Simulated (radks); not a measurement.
Results of a calculation; reference values are marked as such.
Ionisation of neutral krypton, [Kr], to Kr+, [Ar] 3d10 4s2 4p5, under several functionals. Scalar-relativistic Kohn-Sham, spin-polarised, spherical densities, finite nucleus; open shells are filled with parallel spins first; a radial shooting solver on a logarithmic mesh with Libxc functionals.

\begin{tabular}{lrrrrrr}
functional & E(Kr) (hartree) & Exc (hartree) & IE (eV) & -e(HOMO) (eV) & <r> HOMO (bohr) & IE error (eV) \\ \hline
XLYP & -2791.04803 & -97.27954 & 13.952 & 9.122 & 1.953 & -0.047 \\
BLYP & -2790.68962 & -96.91675 & 13.924 & 9.093 & 1.952 & -0.076 \\
LDA (Slater exchange, Perdew-Zunger correlation) & -2786.81750 & -92.99753 & 14.260 & 9.394 & 1.945 & +0.260 \\
HCTH/407 & -2792.09551 & -98.47149 & 14.261 & 9.462 & 1.935 & +0.262 \\
PBE & -2790.24145 & -96.47176 & 14.071 & 9.247 & 1.946 & +0.071 \\
RPBE & -2790.48705 & -96.72349 & 14.034 & 9.216 & 1.946 & +0.034 \\
B86b exchange with PBE correlation & -2790.70122 & -96.93871 & 14.091 & 9.264 & 1.945 & +0.091 \\
exchange-only B88 & -2788.93885 & -95.14049 & 13.015 & 8.274 & 1.963 & -0.985 \\
exchange-only PBE & -2788.48274 & -94.67186 & 13.016 & 8.291 & 1.968 & -0.983 \\
PW91 & -2790.80631 & -97.04713 & 14.133 & 9.300 & 1.945 & +0.133 \\
\end{tabular}

NIST Atomic Spectra Database: 14.000 eV (measured). Closest: RPBE. The Delta-SCF values span 1.25 eV, the total energies 5.28 hartree. The highest occupied level is 4p. Open shells are spherical and high-spin; term and fine-structure splittings are not resolved.
